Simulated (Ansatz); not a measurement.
C3H9ClTi (`[CH3][Ti]([CH3])([CH3])[Cl]`), 14 atoms. The species carries charge 0 and has multiplicity 1. Correlated methods include outer-core shells of Ti, which these sets cover unevenly. Scalar relativity is left out up to krypton. All runs use 4 threads of an Arm Neoverse V1 on a shared host. Correlated methods freeze the cores.

Task: Give the basis size and wall time and peak host memory of each of these runs in Ansatz. RKS PBE0-D4/def2-TZVP frequencies; RHF-CCSD(T)/def2-SVP energy; RKS ωB97M-V/def2-TZVPP energy and forces; RKS CAM-B3LYP-D4/def2-TZVPP energy; RHF-MP2/def2-TZVPP energy; RKS BLYP-D4/def2-TZVPP energy; RKS PBE0-D4/def2-TZVPP energy; RKS ωB97M-V/def2-QZVPP energy; direct RPA on PBE orbitals/def2-TZVPP energy; RKS PBE0-D4/def2-TZVP relaxation (17 steps); RKS ωB97M-V/def2-SVP energy; RHF-MP2/def2-QZVPP energy. (Best estimate.)

Result: Computed: Other jobs shared the machine, so times are rough.

| level | job | functions | wall time | peak host memory (GiB) |
| --- | --- | --- | --- | --- |
| RKS BLYP-D4/def2-TZVPP | energy | 325 | 5.5 s | 0.55 |
| RKS PBE0-D4/def2-TZVPP | energy | 325 | 8 s | 1.2 |
| RKS CAM-B3LYP-D4/def2-TZVPP | energy | 325 | 9.5 s | 1.3 |
| RHF-MP2/def2-TZVPP | energy | 325 | 11 s | 1.1 |
| RKS ωB97M-V/def2-SVP | energy | 136 | 11 s | 0.56 |
| direct RPA on PBE orbitals/def2-TZVPP | energy | 325 | 15 s | 1.2 |
| RHF-CCSD(T)/def2-SVP | energy | 136 | 28 s | 1 |
| RKS ωB97M-V/def2-TZVPP | energy and forces | 325 | 29 s | 1.7 |
| RKS ωB97M-V/def2-QZVPP | energy | 604 | 51 s | 3.3 |
| RHF-MP2/def2-QZVPP | energy | 604 | 62 s | 5.3 |
| RKS PBE0-D4/def2-TZVP | relaxation (17 steps) | 229 | 2 min | 0.78 |
| RKS PBE0-D4/def2-TZVP | frequencies | 229 | 7.2 min | 0.79 |
